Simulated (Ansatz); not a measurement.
```yaml
atoms:
  - { symbol: Fe, position_ang: [0.0000, 0.0000, 0.0000] }
  - { symbol: H, position_ang: [0.0000, 0.0000, 1.6060] }
```

Basis set: pcseg-2 (spherical functions). Charge 0, multiplicity 6.

Computed with Ansatz (development build ahead of 0.2.0); each method stands on the lowest determinant of its kind that the runs found. Restricted functionals stand beside restricted open-shell atoms, which can lie above the unrestricted atoms usual in DFT and then raise those values.

Q: Give the atomization energy at this shape (free ground-state atoms in the same class of orbitals less the molecule, no zero-point energy) of sextet FeH by PBE (unrestricted), PBE (restricted open-shell), ROHF.

A:

```json
{"method": "PBE (unrestricted)", "atomization energy": "1.67 eV"}
{"method": "PBE (restricted open-shell)", "atomization energy": "1.70 eV"}
{"method": "ROHF", "atomization energy": "1.46 eV"}
```

Caution for ROHF: no unrestricted run beside it, a lower state can exist.

The shape needn't be a minimum at these levels.
